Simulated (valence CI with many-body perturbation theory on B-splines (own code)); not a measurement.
# Fe XII: key properties

Method: relativistic CI+MBPT: five valence electrons over a frozen Dirac-Fock core [Ne], radial functions for each j: 11 s, 11 p, 10 d, 8 f, 5 g, 2 h, with the one-electron correlation potential Σ1 (screened to all orders), the two-electron term Σ2, the three-electron term Σ3, Breit, model QED; selected single and double excitations, second order for the rest, scaled by the run's own slope (own B-spline code, finite nucleus).

No measured levels were compared; by estimate levels of excited configurations hold to 0.05 to 0.15 % of their energy, terms of the ground configuration to about 0.5 %. Among the levels kept, up to 3200 cm⁻¹ of a level comes from second order outside the variational space, and about a tenth of that is noise between levels of different J, which matters for small intervals.

Rates and lifetimes use the calculated energies. Strong lines usually hold to 10 to 20 %, long lifetimes can be off by a factor of two.

Problem. What is the ground level?

Solution. 3s2 3p3 4S°_3/2, composition 94 % 3s2 3p3 4S° + 2 % 3s2 3p3 2P° + 2 % 3s 3p3 3d 4S°, g = 1.982.

Problem. Name the longest-lived excited levels whose lifetime is computed, and their main decay.

Solution. 3s2 3p3 2D°_5/2 at 46343 cm⁻¹ lives 320 ms, mostly by M1 to 3s2 3p3 4S°_3/2; 3s2 3p3 2D°_3/2 at 41804 cm⁻¹ lives 18.3 ms, mostly by M1 to 3s2 3p3 4S°_3/2; 3s2 3p3 2P°_1/2 at 74453 cm⁻¹ lives 3.82 ms, mostly by M1 to 3s2 3p3 4S°_3/2. The lifetime of 3s2 3p2 3d 4F_9/2 is too uncertain to give, and may be longer. The lifetime of 3s2 3p2 3d 2G_9/2 is too uncertain to give, and may be longer.

Problem. What is the ionisation energy?

Solution. 327.31 eV; NIST lists 330.8 ± 0.6 eV (semi-empirical).

Problem. Where does the other parity begin?

Solution. At 3s 3p4 4P_5/2, 274360 cm⁻¹.

Problem. Among levels below 1068100 cm⁻¹, which E1 lines absorb most strongly from the ground level?

Solution. to 3s2 3p2 3d 4P_5/2 at 19.50 nm, f = 0.714; to 3s2 3p2 3d 4P_3/2 at 19.34 nm, f = 0.478; to 3s2 3p2 3d 4P_1/2 at 19.23 nm, f = 0.231.
